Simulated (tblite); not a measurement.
C5H4N3O (doublet state).
Bonds: C1–C2, C2–O3, O3–C4, C4–N5 (aromatic), N5–N6 (aromatic), N6–C7 (aromatic), C7–N8 (aromatic), N8–C9 (aromatic), C1–C9, C4–C9 (aromatic). Hydrogens: H10 on C1; H11, H12 on C2; H13 on C7.

Computed geometry: GFN2-xTB, gas phase. This method treats the open shell by occupation alone, without spin polarisation.

List the bond lengths, angles and torsions at this level.

```csv
bond,length (pm)
C1–C2,149.7
C2–O3,143.3
O3–C4,132.3
C4–N5,128.8
N5–N6,131.2
N6–C7,131.5
C7–N8,131.6
N8–C9,134.5
C1–C9,135.7
C4–C9,146.6
C1–H10,107.0
"C2–H11, C2–H12",109.8
C7–H13,107.9
```

Bonds in one row agree within 1 pm and their mean is given. A selection of angles:
```csv
angle,degrees
C2–C1–C9,107.7
C1–C2–O3,106.1
C2–O3–C4,107.9
O3–C4–N5,127.7
O3–C4–C9,111.7
N5–C4–C9,120.3
C4–N5–N6,119.1
N5–N6–C7,120.5
N6–C7–N8,124.9
C7–N8–C9,116.2
C1–C9–N8,136.0
C1–C9–C4,106.5
C4–C9–N8,117.6
```

Dihedral angles: C9–C1–C2–O3 -2° (synperiplanar); C1–C2–O3–C4 2° (synperiplanar); C2–O3–C4–N5 172° (antiperiplanar); C2–C1–C9–N8 179° (antiperiplanar). The mirror-image conformer, all signs reversed, is as good.

The 6-membered ring C4–N5–N6–C7–N8–C9 has internal angles of 116.2° to 124.9° (sum 719°, against 720° for a flat polygon); it is slightly puckered (a soft mode that the optimisation may not have finished), 0.05 Å rms from its mean plane, widest ring torsion 12°. C1 (carbon bonded to 2 C and H) is planar (angles 128.4°, 123.5° and 107.7°, sum 359.6°, 0.04 Å off the plane of its three neighbours). The 4 C–N bonds span 1.288 Å (C4–N5, aromatic) to 1.345 Å (N8–C9, aromatic), a spread of 0.057 Å. The 3 C–C bonds span 1.357 Å (C1–C9, drawn single) to 1.497 Å (C1–C2, drawn single), a spread of 0.140 Å. C4 (carbon bonded to C, N and O) is planar (angles 127.7°, 120.3° and 111.7°, sum 359.8°, 0.04 Å off the plane of its three neighbours). C9 (carbon bonded to 2 C and N) is planar (angles 136.0°, 117.6° and 106.5°, sum 360.0°, 0.01 Å off the plane of its three neighbours). C7 (carbon bonded to 2 N and H) is planar (angles 124.9°, 117.8° and 116.9°, sum 359.6°, 0.05 Å off the plane of its three neighbours).

Point group: near Cs, missed by 0.24 Å at most; the miss may be what the optimiser left on a soft mode. Its GFN2-xTB frequencies are all real (lowest 170 cm⁻¹). 2 starts were optimised and ended at 0.00 and 0.31 kcal/mol (GFN2-xTB); the lowest of these is shown.

The run took 0.22 s on one thread of an Arm Neoverse V2, on a shared host. That covers the optimisation of the geometry.
